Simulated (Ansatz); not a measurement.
Cartesian coordinates (Å):
SMILES: CC[Si](F)(F)CC
```xyz
17

C     -1.7884     0.7916     0.9647
C     -1.5313     0.2144    -0.4361
Si    -0.2333    -1.1310    -0.4608
F     -0.7897    -2.4181     0.3906
F     -0.0501    -1.6535    -2.0050
C      1.4419    -0.6479     0.2145
C      2.0669     0.5585    -0.5035
H     -2.5735     1.5745     0.9495
H     -0.8749     1.2537     1.3936
H     -2.1199     0.0033     1.6709
H     -1.2099     1.0121    -1.1412
H     -2.4637    -0.2098    -0.8677
H      1.3265    -0.4465     1.3021
H      2.1031    -1.5386     0.1427
H      3.0654     0.8101    -0.0922
H      1.4360     1.4667    -0.4078
H      2.1949     0.3606    -1.5872
```
Charge 0, multiplicity 1.

Level of theory: frozen-core CCSD(T)/cc-pVDZ // PBE-D3(BJ)/def2-SVP run with Ansatz (a first-principles code).

```json
{
  "HF energy": "-645.26560 Ha",
  "MP2 correlation energy": "-1.04904 Ha"
}
```

Estimate the CCSD correlation energy, the (T) correction, the total energy and the T1 diagnostic.


```yaml
CCSD correlation energy: -1.11793 Ha
"(T) correction": -0.02723 Ha
CCSD(T) total energy: -646.41076 Ha
T1 diagnostic: 0.010
```
